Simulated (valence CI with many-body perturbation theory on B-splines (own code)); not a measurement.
Cr III: calculated level list

Method: relativistic CI+MBPT: four valence electrons over a frozen Dirac-Fock core [Ar], a basis of 9 s, 9 p, 10 d, 8 f, 5 g, 3 h, 1 i functions for each j, with the one-electron correlation potential Σ1, the two-electron term Σ2, the three-electron term Σ3, Breit, model QED; selected CI, second order for the rest, scaled by the run's own slope (own B-spline code, finite nucleus).

Set against measurement, 62 paired levels are off by 1343 cm⁻¹ on average, the worst by 3236. Among the levels kept, up to 480 cm⁻¹ of a level comes from second order outside the variational space, and about a tenth of that is noise between levels of different J, which matters for small intervals. Only levels of the ground parity were solved; by the run's estimate the other parity begins above the list, which can be wrong where configurations are misplaced.

Levels 1 to 45 of 63, with energies above the lowest level, 3d4 5D_0. "Leading %" is the weight of the configuration and term that name the level; weights of strongly mixed levels are sums over their largest components and can fall short. Lifetimes count E1, E2, E3, M1 and M2 decay at the calculated energies, and are blank where another channel may lead or the interval is too uncertain; long ones can be off by a factor of two.

```tsv
No.	Configuration	Term	J	E (eV)	Leading %	g	Lifetime
1	3d4	5D	0	0.0000	99		
2	3d4	5D	1	0.0080	99	1.501	68800 s
3	3d4	5D	2	0.0228	99	1.501	10300 s
4	3d4	5D	3	0.0441	99	1.501	4280 s
5	3d4	5D	4	0.0708	99	1.501	3700 s
6	3d4	3H	4	2.060	98	0.801	12300 s
7	3d4	3H	5	2.075	98	1.034	21100 s
8	3d4	3H	6	2.091	99	1.166	18600 s
9	3d4	3P	0	2.121	98		4.84 s
10	3d4	3P	1	2.169	98	1.500	5.66 s
11	3d4	3P	2	2.252	98	1.500	8.78 s
12	3d4	3F	2	2.285	98	0.666	19.6 s
13	3d4	3F	3	2.291	96	1.076	9.55 s
14	3d4	3F	4	2.299	96	1.244	6.90 s
15	3d4	3G	3	2.524	96	0.756	
16	3d4	3G	4	2.542	96	1.053	
17	3d4	3G	5	2.558	98	1.199	
18	3d4	1I	6	3.103	98	1.000	
19	3d4	1G	4	3.107	98	1.000	
20	3d4	3D	3	3.199	98	1.334	
21	3d4	3D	2	3.205	98	1.167	12.4 s
22	3d4	3D	1	3.213	98	0.499	
23	3d4	1S	0	3.482	98		
24	3d4	1D	2	3.989	98	1.000	5.66 s
25	3d4	1F	3	4.567	98	1.000	
26	3d4	3F	4	5.358	97	1.250	300 ms
27	3d4	3F	2	5.359	97	0.666	287 ms
28	3d4	3F	3	5.362	97	1.083	295 ms
29	3d4	3P	2	5.402	97	1.501	
30	3d4	3P	1	5.459	97	1.501	
31	3d4	3P	0	5.486	97		
32	3d3 4s	5F	1	5.806	98	-0.002	13.9 ms
33	3d3 4s	5F	2	5.824	98	1.000	13.8 ms
34	3d3 4s	5F	3	5.849	98	1.250	13.7 ms
35	3d3 4s	5F	4	5.881	98	1.350	13.5 ms
36	3d3 4s	5F	5	5.919	98	1.400	13.3 ms
37	3d4	1G	4	6.128	97	1.000	
38	3d3 4s	3F	2	6.694	96	0.666	16.6 ms
39	3d3 4s	3F	3	6.735	96	1.083	16.4 ms
40	3d3 4s	3F	4	6.788	96	1.250	16.2 ms
41	3d3 4s	5P	1	7.528	98	2.500	4.10 ms
42	3d3 4s	5P	2	7.545	98	1.833	4.08 ms
43	3d3 4s	5P	3	7.575	98	1.668	4.04 ms
44	3d3 4s	3G	3	7.833	98	0.749	12.7 ms
45	3d3 4s	3G	4	7.850	97	1.049	12.5 ms
```

The ionisation energy to 3d3 4F_3/2 of the next ion comes out as 30.538 eV (NIST: 30.959 ± 0.025 eV (measured), further off than twice its uncertainty). All 63 levels together are meant to be complete up to 9.235 eV.
